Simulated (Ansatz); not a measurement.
Name a neutral molecule of C, N, O, W and H with zero-point energy (PBE0-D4/def2-TZVP) between 189 and 205 kJ/mol and LUMO energy (B3LYP/def2-TZVPP) between -1.40 and -1.10 eV (Ansatz, PBE0-D4/def2-TZVP geometry).

`[CH3][W](=[NH])(=[NH])[OH]` (202.6 kJ/mol, -1.28 eV). Other molecules can fit too; these were computed, each in one conformer that needn't be the lowest.

B3LYP here is the variant with VWN-RPA as its local correlation; programs differ in this.
